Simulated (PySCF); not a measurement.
Ga(Br)2(OH) (Br2GaHO), SMILES [OH][Ga]([Br])[Br]. Atoms are numbered in the order given.

```xyz
5

Ga     0.5588     0.0066     0.0000
Br    -0.5640    -1.9701     0.0000
Br    -0.5406     1.9792     0.0000
O      2.3258     0.0392     0.0000
H      2.7293    -0.8365     0.0000
```

The structure is a stationary point at PBE0-D3(BJ)/def2-SVP. The structure was generated by enumeration; whether it is a known compound was not checked. One conformer was computed; it need not be the lowest.

Two levels are set side by side: PBE/pcSseg-1 (PySCF) and HF/pcSseg-1 (PySCF). GIAO shifts against H2O (¹⁷O), TMS (¹H) at the same level; non-relativistic, no solvent, atoms listed together averaged. Without spin–orbit terms, shifts of atoms bonded to Cl or Br come out too high at both levels. Differences are taken from unrounded values.

```json
[
 {"quantity": "δ(¹⁷O) of O4 (ppm)", "HF": "49.8", "PBE": "136.7", "PBE minus HF": "86.9"},
 {"quantity": "δ(¹H) of H5 (ppm)", "HF": "2.56", "PBE": "3.67", "PBE minus HF": "1.11"}
]
```

Rough cost on one machine, each run with all the roots and properties that it gave: HF against PBE within a factor of 2.
